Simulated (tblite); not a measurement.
Question: Give a GFN2-xTB geometry of `FC(F)(F)C1=C(Cl)O[CH][CH-]1` [radical]. (Charge -1 and doublet state.)

Answer: 
```xyz
12
C5H2ClF3O angstrom
F      2.3590    1.1082   -0.2081
C      1.6770   -0.0320   -0.0231
F      2.1666   -0.5538    1.1505
F      2.1898   -0.9020   -0.9614
C      0.2286    0.0888   -0.0824
C     -0.5415    1.2775   -0.1369
Cl    -0.3288    2.5158    1.4170
O     -1.8518    0.9020   -0.2179
C     -1.9167   -0.4610   -0.2482
C     -0.6742   -1.0013   -0.1829
H     -2.8922   -0.8999   -0.3340
H     -0.4145   -2.0429   -0.1986
```

Orientation and origin are arbitrary. Atoms count from 1 in this order. C10 (carbon bonded to 2 C and H) is planar (angles 127.4°, 126.3° and 106.3°, sum 360.0°, 0.00 Å off the plane of its three neighbours). C6 (carbon bonded to C, Cl and O) is pyramidal (angles 115.6°, 108.6° and 107.0°, sum 331.2°, 0.49 Å off the plane of its three neighbours). C9 (carbon bonded to C, O and H) is planar (angles 132.3°, 117.0° and 110.7°, sum 360.0°, 0.01 Å off the plane of its three neighbours). C5 (carbon bonded to 3 C) is planar (angles 127.7°, 124.9° and 107.2°, sum 359.9°, 0.03 Å off the plane of its three neighbours).

Bonds between heavy atoms (Å): F1–C2 1.341, C2–F3 1.375, C2–F4 1.378, C2–C5 1.455, C5=C6 1.417, C6–Cl7 1.998, C6–O8 1.365, O8–C9 1.365, C9–C10 1.357, C5–C10 1.419.

Computed geometry: GFN2-xTB, gas phase. This method treats the open shell by occupation alone, without spin polarisation.

Point group: C1 (no symmetry element, even within 0.4 Å). Its GFN2-xTB frequencies are all real (lowest 18 cm⁻¹). Whether the extra electron is bound in the gas phase wasn't checked; a finite basis holds it in any case.

The run took 0.68 s on one thread, Arm Neoverse V1 (aarch64), on a shared host. That covers the optimisation of the geometry.
